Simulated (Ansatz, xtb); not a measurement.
Two isomers of CH4Se2

Structure X is `C[Se][SeH]`, a singlet and structure Y is `[SeH]C[SeH]`, a singlet. Both are isolated molecules in the gas phase, relaxed with PBE0-D3(BJ)/def2-SVP; the shapes shown needn't be the lowest conformers.

X (Å):

```yaml
atoms:
  - { symbol: C, position_ang: [-1.0611, 1.0454, -0.6997] }
  - { symbol: Se, position_ang: [0.7587, 0.4478, -0.3442] }
  - { symbol: Se, position_ang: [0.8031, -1.5055, -1.6037] }
  - { symbol: H, position_ang: [0.2821, -2.4084, -0.5571] }
  - { symbol: H, position_ang: [-1.2193, 1.1658, -1.7786] }
  - { symbol: H, position_ang: [-1.7892, 0.3404, -0.2791] }
  - { symbol: H, position_ang: [-1.1640, 2.0213, -0.2015] }
```

Y (Å):

```yaml
atoms:
  - { symbol: C, position_ang: [0.4340, -1.7462, 0.7626] }
  - { symbol: Se, position_ang: [-0.1151, -0.1715, 1.7681] }
  - { symbol: Se, position_ang: [1.6768, -1.4706, -0.7110] }
  - { symbol: H, position_ang: [-0.4417, -2.2383, 0.3186] }
  - { symbol: H, position_ang: [0.8688, -2.4298, 1.5040] }
  - { symbol: H, position_ang: [-0.5928, 0.5643, 0.5875] }
  - { symbol: H, position_ang: [2.6883, -0.7884, 0.1106] }
```

Energies in hartree; the thermal terms are from PBE0-D3(BJ)/def2-SVP harmonic frequencies (ideal gas, rigid rotor, one conformer each, 298.15 K, 1 atm) and include the zero-point energy:

```
                                X            Y
E, CCSD(T)/def2-TZVP  −4840.676811  −4840.653428
   zero-point energy      0.045758      0.043478
        H(298 K) − E      0.052052      0.049612
        G(298 K) − E      0.015348      0.013865
```

Task: Work out ΔE, ΔE₀, ΔH and ΔG for X → Y in kJ/mol (1 Eh = 2625.50 kJ/mol) and the equilibrium ratio [Y]/[X].

Result: 1. ΔE = −4840.653428 − (−4840.676811) = +0.023383 Eh = +61.39 kJ/mol.
2. ΔE₀ = ΔE + ΔZPE = +0.023383 + (−0.002280) Eh = +55.41 kJ/mol.
3. ΔH = ΔE + (−0.002440) Eh = +54.99 kJ/mol.
4. ΔG = ΔE + (−0.001483) Eh = +57.50 kJ/mol, so ΔS = (ΔH − ΔG)/T = −8.4 J/(mol K).
5. kT = 0.9442 mEh, so K = [Y]/[X] = exp(−ΔG/kT) = exp(−23.19) ≈ 8.4 × 10^−11.

Structure X is favoured at this temperature. An error of 4 kJ/mol in ΔG would change K by a factor of 5. Mirror images and further conformers aren't counted.

As drawn, Y has 1 C–Se, 1 Se–H in place of 1 Se–Se, 1 C–H.

Other levels gave ΔE = +126.0 (GFN2-xTB); +84.8 (HF/STO-3G, GFN2-xTB geometries); +61.3 (r2SCAN-D4/def2-SVP, GFN2-xTB geometries); +61.3 (PBE0-D3(BJ)/def2-SVP); +68.9 (HF/def2-TZVP); +60.1 (MP2/def2-TZVP) kJ/mol. The correlated steps freeze 19 core orbitals; the filled d shell of Se is correlated, in a basis made for valence electrons. Programs: Ansatz 0.2.0, xtb 6.7.1.
